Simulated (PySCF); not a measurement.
**Assigning NMR signals**

Bonds (- single, = double, # triple, : aromatic): C1-C2, C2-Si3, C2=P4, P4-C5, C5-C6, C6-C7, C7-C5. C1 carries H8, H9, H10; Si3 carries H11, H12, H13; C5 carries H14; C6 carries H15, H16; C7 carries H17, H18. Stereochemistry as in C/C([SiH3])=P\C1CC1. H16, H18 are cis to P4 on the ring; H15, H17 are trans to P4 on the ring.

Computed data (PySCF 2.14.0 with density-fitted response routines): shielding tensors at PBE0/pcSseg-1 (GIAO), geometry: GFN2-xTB. Non-relativistic Hamiltonian, one conformer, no solvent, fast rotation and ring inversion assumed for equivalent nuclei.

δ = σ(ref) − σ, references computed at the same level: $^{13}$C and $^{1}$H against TMS.

(1) Assign these signals to the numbered atoms. $^{13}$C{$^{1}$H} NMR (computed): δ 219.0, 27.3, 18.4, 7.2.

(2) Assign these signals to the numbered atoms. $^{1}$H NMR (300 MHz, computed): δ 4.44 (m, 3H), 2.79 (m, 3H), 1.07 (m, 1H), 1.03 (m, 2H), 0.53 (m, 2H).

Results:

(1) 
```tsv
δ (ppm)	atoms	environment	reason
219.0	C2	carbon double-bonded to a heavier main-group atom	–
27.3	C1	methyl carbon	a saturated carbon with 1 carbon neighbour and no heteroatom attached
18.4	C5	three-membered-ring carbon	carbons of three-membered rings are unusually shielded
7.2	C6/C7	three-membered-ring carbon	–
```

(2) 
```tsv
δ (ppm)	atoms	environment	reason
4.44	H11/H12/H13	hydrogen on a silicon bonded to C	–
2.79	H8/H9/H10	hydrogen on a methyl carbon	–
1.07	H14	hydrogen on a three-membered-ring carbon	cyclopropane-type protons are shielded by the ring
1.03	H15/H17	hydrogen on a three-membered-ring carbon	–
0.53	H16/H18	hydrogen on a three-membered-ring carbon	–
```

H14 and H15/H17 lie closer than the usual error of such a calculation, so a measured spectrum could show them in the other order.

Splittings by $^{31}$P in the carbon and heteronuclear signals aren't shown, as no couplings were computed. Shifts are as computed. Against solution values, carbons near 30 ppm lie about +3 ppm off and those near 130 ppm about +5 ppm. Of 1211 compounds with measured shifts, 218 miss one by over three times the rms of a fit or turn the order of signals round; such compounds aren't used in these exercises. No couplings were computed; multiplicities are counted from neighbouring protons, with m where these are inequivalent, close in shift, in a saturated or five-membered ring or joined by F or P, and br s for small geminal =CH2 splittings.
